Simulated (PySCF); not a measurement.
Structure problem from calculated spectra and properties.

Elements present: B, C, H, N and Si. Monoisotopic mass: 109.0519 u.

* 13C NMR: chemical shifts (computed TMS as zero) by class: 119.6 (2 C), 109.6 (2 C) ppm [GIAO KT2/pcSseg-1]
* UV, strongest line: among the 10 lowest singlet transitions: S8 at 6.21 eV (200 nm, f = 0.084) [TDDFT PBE0/def2-SVPD]
* 1H NMR: chemical shifts (computed TMS as zero) by class: 10.01 (2 H), 6.63 (2 H), 6.45 (2 H), 5.56 (2 H) ppm [GIAO KT2/pcSseg-1]
* Polarisability: 95.7 au [PBE0/def2-SVPD]
* Triplet: lowest triplet excitation (Tamm–Dancoff): 2.59 eV [TDA PBE0/def2-SVPD]
* Dipole: 1.59 D [PBE0/def2-SVPD]
* Valence photoelectron: vertical ionisation energy: 8.10 eV [ΔSCF PBE0/def2-SVPD]
* NMR, other nuclei: isotropic shieldings of nuclei other than C and H, by class: -12 (1 B), 99 (1 N), 394 (1 Si) ppm [GIAO KT2/pcSseg-1]
* UV, first state: lowest singlet excitation: 2.66 eV (467 nm, f = 0.016) [TDDFT PBE0/def2-SVPD]
* Rotational structure: rotational constants A, B, C: 5.349, 1.357, 1.284 GHz [PBE0-D3(BJ)/def2-SVP]

Gas-phase values; electronic properties from PySCF, density fitting. Levels stand in brackets. Geometry: PBE0-D3(BJ)/def2-SVP, one conformer, isolated molecule. Each NMR value is the plain mean over a class of atoms that symmetry, rotation or inversion makes alike.

Question: Which formula fits the mass and the elements?

Answer: C4H8BNSi (calculated 109.0519). No other formula that holds each of these elements comes within 0.0003 u with a fitting electron parity and a possible valence count.

Question: Give a SMILES that accounts for the data.

Answer: Numbering: `[BH2:1][SiH2:2][n:3]1[cH:4][cH:5][cH:6][cH:7]1`. 4 carbons fall into 2 classes; from least to most shielded: aromatic CH next to a ring nitrogen [C4/C7] (119.6 ppm, 2 C), aromatic CH carbon [C5/C6] (109.6 ppm, 2 C). Hydrogen classes from least to most shielded: 2 H on a three-coordinate boron, B1 (10.01 ppm), 2 H on 2 like atoms (aromatic CH next to a ring nitrogen), C4/C7 (6.63 ppm), 2 H on 2 aromatic CH carbons, C5/C6 (6.45 ppm), 2 H on an SiH2 silicon, Si2 (5.56 ppm). The other shieldings belong to: -12 ppm, three-coordinate boron [B1]; 99 ppm, pyrrole-type nitrogen [N3]; 394 ppm, SiH2 silicon [Si2]. S1 is mainly HOMO→LUMO (weight 1.00); the largest Löwdin shares of the orbital it empties are 0.27 on each of 2 atoms of one kind (aromatic CH next to a ring nitrogen) and 0.14 on each of 2 atoms of one kind (aromatic CH carbon), of the orbital it fills 0.57 on the three-coordinate boron, 0.18 on the SiH2 silicon and 0.09 on each of 2 atoms of one kind (B–H hydrogen). By its constants the optimised geometry is an asymmetric top. Structure: `B[SiH2]n1cccc1`. The assignments are read from this structure; whether some other isomer fits the data as well wasn't checked.

The values belong to the conformer `[BH2:1][SiH2:2][n:3]1[cH:4][cH:5][cH:6][cH:7]1`: B1–Si2–N3–C4 -82°.
